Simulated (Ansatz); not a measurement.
`C[NH][SnH]([F])[Cl]` + `[GeH3][SeH]` → `C[Se][GeH3]` + `[NH2][SnH]([F])[Cl]`  (substitution at a C–N bond)

Isolated molecules relaxed with PBE0-D4/def2-TZVP in Ansatz; ΔE leaves out vibrations. CBS: MP2 limit from def2 TZ/QZ plus the TZ coupled-cluster correction, frozen cores. DFT in def2-TZVPP. HSE06 is defined as in plane-wave codes. Elements past krypton have def2 core potentials. For Ge, Se, Sn outer-core shells are correlated without core-valence functions, which leaves a few kJ/mol of doubt a bond. Scalar relativity is left out up to krypton. One conformer a species, not always the lowest.

`C[NH][SnH]([F])[Cl]`:

Z-matrix (Å, degrees):
```
C
N 1 1.457
H 1 1.092 2 109.5
H 1 1.097 2 114.3 3 121.3
H 1 1.094 2 109.5 3 -117.2
Sn 2 1.991 1 119.0 3 -48.4
H 2 1.011 1 112.0 3 176.1
Cl 6 2.323 2 112.8 1 -52.6
F 6 1.910 2 103.1 1 57.2
H 6 1.692 2 116.5 1 177.2
```

`[GeH3][SeH]`:

```xyz
6

Ge    0.594   -0.085   -0.003
Se   -1.459    0.945   -0.530
H     0.620   -1.528   -0.526
H     1.655    0.764   -0.714
H     0.824   -0.073    1.515
H    -2.234   -0.022    0.258
```

`C[Se][GeH3]`:

Cartesian coordinates in Å:
```
C -0.125 -0.850 1.385
Se 0.466 -1.320 -0.420
Ge 0.137 0.796 -1.373
H 0.512 -0.073 1.804
H -0.033 -1.756 1.983
H -1.165 -0.528 1.373
H 0.548 0.685 -2.847
H 1.002 1.842 -0.649
H -1.343 1.204 -1.256
```

`[NH2][SnH]([F])[Cl]`:

Cartesian coordinates in Å:
```
N 0.373 -0.633 -1.114
Sn -0.463 0.294 0.443
F 0.575 1.838 0.921
Cl -0.265 -1.151 2.228
H 1.178 -1.186 -0.847
H 0.649 -0.009 -1.862
H -2.046 0.846 0.231
```

```tsv
level	ΔE (kJ/mol)
HSE06	-35.4
CAM-B3LYP	-31.7
```

What does CCSD(T)/CBS give? (An estimate is asked.)

The calculation gave: -36.5 kJ/mol. The listed levels differ from it by 1.1, 4.8 kJ/mol.

Largest T1 diagnostic among the species: 0.013.

At CCSD(T), def2-SVP lies +23.1 kJ/mol from the extrapolated value and def2-TZVPP +0.1 kJ/mol. In def2-TZVPP, CCSD(T) changes the Hartree–Fock value by −5.9 kJ/mol (the triples alone add −1.2 kJ/mol) and MP2 by −10.7 kJ/mol. Leaving LDA and LC-ωPBE aside and taking each functional with its dispersion term where it has one, the values, not all of them listed here, spread over 5.4 kJ/mol, from PBE-QIDH to CAM-B3LYP-D4. LDA lies +7.1 kJ/mol from PBE without D4.
